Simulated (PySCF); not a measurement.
**Working out the excitation energy of He**

He 1s2 (1S) → He 1s1 2s1 (3S). Computed with PySCF 2.14 in aug-cc-pVTZ with one added diffuse shell each of s, p, d type (5s4p3d, 32 functions), with the non-relativistic Hamiltonian (point nucleus). Frozen: nothing. Energies in hartree (1 hartree = 27.21139 eV):

```csv
part,He (lower),He (upper)
UHF,-2.861184,-2.172665
MP2 opposite-spin,-0.033634,0.000000
MP2 same-spin,0.000000,-0.000720
```

Question: What does Hartree-Fock give?

Answer: (-2.172665) − (-2.861184) = 0.688519 hartree = 18.736 eV.

Question: What do MP2 and SCS-MP2 (6/5 opposite-spin, 1/3 same-spin) give?

Answer: The opposite-spin parts differ by 0.915 eV and the same-spin parts by -0.020 eV. MP2: 18.736 + (0.915) + (-0.020) = 19.631 eV. SCS-MP2: 18.736 + 1.2 × (0.915) + (-0.020)/3 = 19.827 eV.

Measured between the centres of the two terms (NIST): 19.820 eV, so MP2 (valence) is off by -0.189 eV.

What remains against the reference includes basis incompleteness and correlation beyond second order.
